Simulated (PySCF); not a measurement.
## PbH₃⁺ at several levels of theory

All levels use the PBE0 minimum (singlet; Pb–H 1.732 Å (×3); H–Pb–H 120.0° (×3)), basis [Pb def2-TZVP with ECP60, H def2-TZVP], scalar-relativistic core potentials, density fitting, no spin–orbit coupling, PySCF. For vertical energies the ionised species is a doublet (spins chosen at PBE0 and kept) and the electron-attached one a doublet. Open shells are unrestricted, also as the reference of the correlated levels. A dash marks a value that was not computed or is not defined at that level.

Z-matrix (Å, degrees; charge 1 multiplicity 1):
```
Pb
H  1 1.7322
H  1 1.7322 2 120.00
H  1 1.7321 2 120.00 3 180.00
```

```csv
level,vertical IP (eV),vertical EA (eV),−ε(HOMO) (eV),gap (eV)
PBE0,18.20,7.03,15.71,6.59
HF,17.37,6.45,18.48,12.45
MP2,18.17,6.97,–,–
PBE,18.11,7.00,14.54,4.54
CCSD(T),18.19,6.96,–,–
```

For PbH₃⁺ itself CCSD(T) correlates 16 electrons; T1 = 0.014, D1 = 0.048, (T) = -20 kJ/mol.

(1) Which levels differ least and most from CCSD(T) in the vertical IP?

Results:

(1) Least: PBE0 (+0.01 eV); most: HF (-0.82 eV).

Spin contamination in at least one species weakens the values at: HF, MP2.

Spin–orbit coupling, left out here, can matter for elements this heavy.
